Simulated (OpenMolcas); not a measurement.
## Cd: effect of correlating more closed shells

```
Program             : OpenMolcas
Basis               : ANO-RCC-VQZP [8s7p5d3f2g1h]
Scalar Hamiltonian  : DKH2, point nucleus
Active space        : 2 electrons in 9 orbitals (RAS2 5s 5p; RAS3 5d, at most 2 electrons)
State averaging     : 2S+1 = 3 even, 3 roots; 2S+1 = 1 even, 6 roots; 2S+1 = 3 odd, 3 roots; 2S+1 = 1 odd, 3 roots
Spin-orbit coupling : RASSI with atomic mean-field integrals over the reference wave functions, term energies averaged over their components
```

Methods on the same reference wave functions:
A. RASSCF
B. SS-RASPT2, IPEA 0.25 Eh, imaginary shift 0.1 Eh (closed shells correlated: none)
C. SS-RASPT2, IPEA 0.25 Eh, imaginary shift 0.1 Eh (closed shells correlated: 4d)

Energies in cm⁻¹ above 5s² ¹S₀, the measured ground level; measured values from NIST Handbook of Basic Atomic Spectroscopic Data.

| Level | A | B | C | Measured |
| --- | --- | --- | --- | --- |
| 5s² ¹S₀ | 0.0 | 0.0 | 0.0 | 0.0 |
| 5s 5p ³P°₀ | 23842 | 24790 | 28290 | 30114 |
| 5s 5p ³P°₁ | 24301 | 25240 | 28750 | 30656 |
| 5s 5p ³P°₂ | 25257 | 26200 | 29710 | 31827 |
| 5s 5p ¹P°₁ | 41274 | 41230 | 42350 | 43692 |

Deviations, from unrounded energies. A percentage is the sum of absolute deviations over the sum of measured energies, with the sign that they share, or ± where signs differ.

```csv
Against measurement,Levels,A,B,C
mean absolute deviation (cm-1),4,5400,4700,1800
other configurations (%),4,-15.9,-13.8,-5.3
```

C lies closest to measurement on these levels and A furthest from it. The largest miss of C in the table is 5s 5p ³P°₂, by -2100 cm-1. The ranking rests on the paired levels alone, and a cruder setting can come out closer through cancelling errors.

Between B and C the level of the table that moves most is 5s 5p ³P°₂, by 3500 cm-1 (lowest in B, highest in C). Moves below CASPT2's spread within the term are not significant.

The lowest spin-free term lies below A's lowest term by 0.006 hartree in B, 0.373 hartree in C.

What an inner shell adds also hangs on whether the basis holds functions to correlate it.

Active for correlation alone: 5d; no level in the range computed is led by a configuration that fills it, so any true level of that kind is missing. Without dynamic correlation excited terms often stand tens of per cent too high (terms of higher spin than the ground term too low), and those without a measured partner can miss by more than the paired ones (holds for A). Measured partners are found by configuration, term and J. A level has none where our copy of the source lacks it or the pairing is in doubt (some pairs that miss far off the trend of their configuration count as doubtful), and it then counts in no deviation. Levels of configurations outside the active space are missing. Levels that lie high or do not pair safely by name in every column are left out.

° marks odd parity.
